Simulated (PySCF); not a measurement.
BFH6O2Si2, SMILES [SiH2](B(O)O)[SiH2]F.

Geometry: r2SCAN-D4/def2-SVP. The structure was generated by enumeration, and PubChem lists no compound with its InChIKey, so it may never have been made. One conformer was computed; it need not be the lowest.

Method: TDA-ωB97X/def2-SVPD run with PySCF 2.14.0.

Vertical excitations. 

Computed UV-visible absorptions:
| state | energy (eV) | λ (nm) | f | main pairs |
|---|---|---|---|---|
| S1 | 6.19 | 200 | 0.043 | HOMO→LUMO 82 % |
| S2 | 6.87 | 181 | 0.029 | HOMO−1→LUMO 74 % |
| S3 | 7.05 | 176 | 0.004 | HOMO→LUMO+3 86 % |
| S4 | 7.36 | 168 | 0.073 | HOMO→LUMO+1 72 % |
| S5 | 7.53 | 165 | 0.063 | HOMO→LUMO+2 77 % |
| S6 | 7.72 | 161 | 0.001 | HOMO−2→LUMO 71 % |
| S7 | 8.00 | 155 | 0.026 | HOMO−1→LUMO+3 57 %, HOMO−4→LUMO 18 % |
| S8 | 8.12 | 153 | 0.118 | HOMO−1→LUMO+1 54 %, HOMO→LUMO+4 9 % |
| S9 | 8.41 | 147 | 0.004 | HOMO→LUMO+5 36 %, HOMO−3→LUMO 19 %, HOMO→LUMO+4 17 %, HOMO→LUMO+9 6 % |
| S10 | 8.43 | 147 | 0.001 | HOMO−1→LUMO+2 37 %, HOMO→LUMO+6 36 % |
| T1 | 5.24 | 236 | 0 | HOMO→LUMO 81 % |
| T2 | 6.02 | 206 | 0 | HOMO−1→LUMO 55 %, HOMO→LUMO+2 18 % |
| T3 | 6.39 | 194 | 0 | HOMO→LUMO+3 74 % |
| T4 | 6.82 | 182 | 0 | HOMO→LUMO+1 31 %, HOMO−1→LUMO 25 %, HOMO→LUMO+2 24 % |
Triplets are in the Tamm–Dancoff approximation.
